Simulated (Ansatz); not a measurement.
Stepwise reaction of `[F][Zr]([F])([F])[F]` with hydrogen sulfide, as a gas-phase model of exchange steps in deposition or etching. ΔE in kJ/mol; ΔG adds harmonic PBE0-D4 terms to CCSD(T)/CBS, at 1 bar.

Computed with Ansatz on PBE0-D4/def2-TZVP structures; ΔE is electronic, products minus reactants. CCSD(T)/CBS adds triple-zeta CCSD(T) − MP2 to the extrapolated MP2 energy (def2 sets, frozen cores). This one scheme is used for every species. Functionals use def2-TZVPP. B3LYP here is the variant with VWN-RPA as its local correlation; programs differ in this. Elements past krypton have def2 core potentials. For Zr outer-core shells are correlated without core-valence functions, which leaves a few kJ/mol of doubt a bond. One conformer a species, not always the lowest.

```tsv
step	reaction	PBE-D4	B3LYP-D4	ωB97M-V	CCSD(T)/CBS	ΔG(400 K)
1	`[F][Zr]([F])([F])[F]` + H₂S → `[F][Zr]([F])([F])[SH]` + H–F	87.2	93.3	94.6	84.0	78.0
2	`[F][Zr]([F])([F])[SH]` + H₂S → `[F][Zr]([F])([SH])[SH]` + H–F	83.0	88.8	91.0	78.3	88.9
3	`[F][Zr]([F])([SH])[SH]` + H₂S → `[F][Zr]([SH])([SH])[SH]` + H–F	78.4	84.4	89.0	73.4	83.7
4	`[F][Zr]([SH])([SH])[SH]` + H₂S → `[SH][Zr]([SH])([SH])[SH]` + H–F	80.4	86.7	89.5	73.1	75.8
```

By hand: ΔE of the 4 steps together at CCSD(T)/CBS.

(84.0) + (78.3) + (73.4) + (73.1) = 308.8 kJ/mol, or 77.2 kJ/mol a step.

In ΔE step 4 is the lowest and step 1 the highest. All are uphill at CCSD(T)/CBS. ΔG lies between 75.8 and 88.9 kJ/mol a step. PBE-D4 differs from CCSD(T)/CBS by 3.2 to 7.3 kJ/mol a step. Isolated molecules leave out the surface, adducts and barriers. Largest T1 diagnostic: 0.019.
